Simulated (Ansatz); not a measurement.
Coupled-cluster run, C2H8BFO, SMILES `C[B-](C)([OH2+])F`.

```yaml
crystal:
  periodic: [false, false, false]
  atoms:
    - {symbol: C, position_ang: [-1.427334, 0.056377, -0.531985]}
    - {symbol: B, position_ang: [0.147194, 0.094288, -0.367695]}
    - {symbol: C, position_ang: [0.962803, -1.183841, 0.089426]}
    - {symbol: O, position_ang: [0.311523, 1.177822, 1.162933]}
    - {symbol: F, position_ang: [0.807455, 0.924899, -1.249901]}
    - {symbol: H, position_ang: [-1.932492, -0.395595, 0.325020]}
    - {symbol: H, position_ang: [-1.677540, -0.551252, -1.408366]}
    - {symbol: H, position_ang: [-1.863626, 1.045466, -0.709533]}
    - {symbol: H, position_ang: [0.529828, -1.672290, 0.965727]}
    - {symbol: H, position_ang: [2.016456, -0.968030, 0.297873]}
    - {symbol: H, position_ang: [0.955033, -1.918435, -0.723066]}
    - {symbol: H, position_ang: [1.259309, 1.329216, 1.258138]}
    - {symbol: H, position_ang: [-0.068007, 2.026675, 0.906430]}
basis:
  gaussian: {orbitals: def2-TZVPP}
correlation: {method: ccsd_t}
output: {orbitals: {seedname: orbitals}}
```

```sh
$ ansatz run in.yaml --threads 4 --pin off --events-out ev --progress --plain --max-ram 10444MiB
```

Log, shortened:

```
Functional definition: HF
1585 factors; integrals over basis functions are off by at most 1.0e-3 eV
mean field evaluation 1: about -7602.5480 eV, gradient 4.8e1 eV
mean field evaluation 2: about -7602.6988 eV, gradient 4.8e1 eV
mean field evaluation 4: about -7607.5854 eV, gradient 4.1e0 eV
mean field evaluation 8: about -7607.6488 eV, gradient 2.7e-1 eV
mean field -7607.64908754 eV, -279.5759473174 hartree, gradient 1.3e-6 eV, S^2 0.000000; 0 other end points of the search recorded, 0 dependent functions left out
5 core orbitals not correlated: weight in the atoms' cores, before any rotation towards them, 1.000 or more for the frozen orbitals, at most 0.000 for the correlated occupied ones
reference -7607.64908754 eV, -279.5759473174 hartree; 16, 16 occupied and 246, 246 virtual orbitals, 1585 factors
second order -26.58090889 eV of doubles, -0.00000000 eV of singles
cycle   1  -26.99622149 eV  change   -4.2e-1 eV  update   9.6e-2
cycle   2  -27.53717749 eV  change   -5.4e-1 eV  update   2.7e-2
cycle   3  -27.65495163 eV  change   -1.2e-1 eV  update   1.3e-2
cycle   4  -27.64681100 eV  change    8.1e-3 eV  update   2.7e-3
cycle   5  -27.64548683 eV  change    1.3e-3 eV  update   1.2e-3
cycle   6  -27.64604356 eV  change   -5.6e-4 eV  update   3.3e-4
cycle   7  -27.64592255 eV  change    1.2e-4 eV  update   1.3e-4
cycle   8  -27.64586352 eV  change    5.9e-5 eV  update   3.9e-5
cycle   9  -27.64587097 eV  change   -7.4e-6 eV  update   1.5e-5
perturbative correction -0.93060010 eV, -0.0341989231 hartree
Total energy: -7636.22555861 eV, -280.6261132594 hartree
```

Run time 3.7 min (4 threads of an Arm Neoverse V2 on a shared host); peak host memory 7.3 GiB.

The correlation energy is -28.576 eV, 3.3 % of it from (T); the T1 diagnostic reads 0.0105.
